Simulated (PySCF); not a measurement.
## Potential energy of HgF⁺ along the bond

Set-up: basis Hg cc-pVDZ-PP with ECP60, F cc-pVDZ; scalar-relativistic core potentials; PySCF 2.14. Energies in eV from Hg⁺ + F in their ground configurations at the same level. State: ¹Σ⁺ (singlet), closed shell.

All columns are PBE0. A positive dipole points towards F; it is taken about the centre of mass and depends on that origin.

| R (Å) | E (eV) | μ (D) | Mulliken charge on Hg (basis-dependent) | HOMO (eV) | LUMO (eV) | Mayer bond order | ⟨S²⟩ |
| --- | --- | --- | --- | --- | --- | --- | --- |
| 1.663 | -0.300 | -3.27 | 1.25 | -17.77 | -11.69 | 1.14 | 0.00 |
| 1.741 | -1.039 | -3.50 | 1.26 | -17.60 | -11.94 | 1.13 | 0.00 |
| 1.818 | -1.427 | -3.67 | 1.26 | -17.40 | -12.15 | 1.12 | 0.00 |
| 1.876 | -1.556 | -3.77 | 1.26 | -17.24 | -12.29 | 1.12 | 0.00 |
| 1.934 | -1.585 | -3.85 | 1.25 | -17.08 | -12.42 | 1.12 | 0.00 |
| 1.992 | -1.542 | -3.91 | 1.24 | -16.93 | -12.53 | 1.13 | 0.00 |
| 2.069 | -1.405 | -3.95 | 1.22 | -16.75 | -12.67 | 1.13 | 0.00 |
| 2.166 | -1.154 | -3.97 | 1.19 | -16.56 | -12.83 | 1.13 | 0.00 |
| 2.282 | -0.795 | -3.95 | 1.17 | -16.38 | -12.99 | 1.12 | 0.00 |
| 2.437 | -0.290 | -3.86 | 1.14 | -16.22 | -13.18 | 1.10 | 0.00 |

A fit through these points gives, at Re = 1.926 Å, μ = -3.84 D and dμ/dR = -1.21 D/Å; the reduced mass is 17.36 u.

Task: How strong is the fundamental in the double-harmonic approximation, I = 42.26·(dμ/dR)²/μred km/mol?

Result: I = 42.26·(-1.21)²/17.36 = 3.56 km/mol at PBE0.

These are scalar-relativistic numbers at best; spin–orbit coupling would shift them, the dissociation energy most. For an ion De counts to the pair picked by the measured ionisation energies or electron affinities, which need not be the lowest pair at this level.
